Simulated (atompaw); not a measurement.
# magnesium: PAW (atompaw) pseudisation with LDA (PW92), scalar-relativistic reference atom.

Input for atompaw 4.2.0.5:

```
Mg 12
LDA-PW scalarrelativistic loggrid 1500 logderivrange -2 5 176
3 3 0 0 0 0
3 1 0
0 0 0
c
c
v
c
v
2
3.00 2.20 2.80 1.95
y
0.05
n
y
0.25
n
y
0.15
n
custom polynom2 7 10 vanderbiltortho sinc
3 0 vpsmatchnc
2.40
3.00
3.00
3.00
3.00
PWSCFOUT
UPFDX 0.0125d0 UPFXMIN -7.d0 UPFZMESH 12.d0
END
```

Command:

```bash
atompaw < Mg.input > Mg.log
```

Output (summary file):

```
Completed calculations for Mg (AE)

 Exchange-correlation type: LDA, Perdew-Wang correlation

 Radial integration grid is logarithmic
 r0 =   6.5145318E-04 h =   7.8174382E-03   n =      1500 rmax =   8.0000000E+01

 Scalar relativistic calculation

 AEatom converged in  30 iterations
   nz     =  12.00
   delta  =       4.975005560549E-17

 All Electron Orbital energies:
  n  l      occupancy      energy
  1  0      2.0000000E+00 -9.2124990E+01
  2  0      2.0000000E+00 -5.8282193E+00
  3  0      2.0000000E+00 -3.5146277E-01
  2  1      6.0000000E+00 -3.4342955E+00
  3  1      0.0000000E+00 -1.0097730E-01

 Total energy
   Total                    :     -398.91248765239243

 ---
 Completed calculations for Mg (SC)

 Exchange-correlation type: LDA, Perdew-Wang correlation

 Radial integration grid is logarithmic
 r0 =   6.5145318E-04 h =   7.8174382E-03   n =      1500 rmax =   8.0000000E+01

 Scalar relativistic calculation

 SCatom converged in   1 iterations
   nz     =  12.00
   delta  =       7.771377929614E-17

 Valence Electron Orbital energies:
  n  l      occupancy      energy
   3  0      2.0000000E+00 -3.5146277E-01
   3  1      0.0000000E+00 -1.0097730E-01

 Total energy
   Total                    :     -398.91248765180399
   Valence                  :      -31.77796543709432

 PAW parameters:
       lmax =            2
         rc =    2.9996439433990512
        irc =         1080
   rc_shape =    2.2112016247536781
    rc_vloc =    2.8177538905063462
    rc_core =    1.9511478181292621
   Vloc: VPS match (norm-conservation) with l= 3;e=   0.0000E+00
   Projector type: improved polynomial pseudization + Vanderbilt ortho.
   Sinc^2 compensation charge shape zeroed at   2.2112E+00

 Number of basis functions     5
 No.   n  nodes  l      Energy         Cp coeff         Occ
  1    3    2    0   -0.3514628E+00  0.1221796E+03  0.2000000E+01
  2  999    3    0    0.5000000E-01  0.1583920E+02  0.0000000E+00
  3    3    1    1   -0.1009773E+00  0.4125819E+03  0.0000000E+00
  4  999    2    1    0.2500000E+00  0.5551602E+02  0.0000000E+00
  5  999    0    2    0.1500000E+00 -0.2343732E+02  0.0000000E+00

 Eigenvalues of overlap operator (in the basis of projectors):
    1        2.42020806E-01
    2        7.36668003E-01
    3        6.38454349E+02
    4        2.23384677E+03
    5        1.02823135E+04

 Orbital leakage outside PAW augmentation regions
   orb  is_core?  %out_of_sphere
   1 0    T          -0.00
   2 0    T           0.00
   3 0    F          47.88
   2 1    T           0.02
   3 1    F          76.67

 Summary of PAW energies
   Total valence energy     :    -31.77796656209482
   Smooth energy            :      0.77451047077010
   One center               :    -32.55247703286492
   Smooth kinetic           :      0.44749496777585
   Vloc energy              :     -0.10242483904752
   Smooth exch-corr         :     -1.14078188973601
   One-center xc            :    -29.81622748929053
```

The run took about 3.6 s on one core of a shared server CPU.
